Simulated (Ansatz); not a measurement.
A structure relaxed at PBE-D4/def2-TZVP in Ansatz, charge 0, singlet:

```xyz
6

Ge   -0.265    0.199   -0.296
O     0.722   -0.110    1.186
H     1.137   -0.988    1.148
H    -1.394   -0.860   -0.415
H     0.637    0.148   -1.558
H    -0.837    1.612   -0.065
```

Problem. Give its formula, name or SMILES and point group.

Solution. Ge(OH)H3 (GeOH4). Point group Cs (tolerance 0.1 Å).

Problem. Summarise the bond lengths by kind (pairs closer than 1.2 times the sum of covalent radii, bridged metal pairs left out).

Solution. 1 × Ge–O 1.81 Å; 3 × Ge–H 1.54 to 1.55 Å; 1 × H–O 0.97 Å.
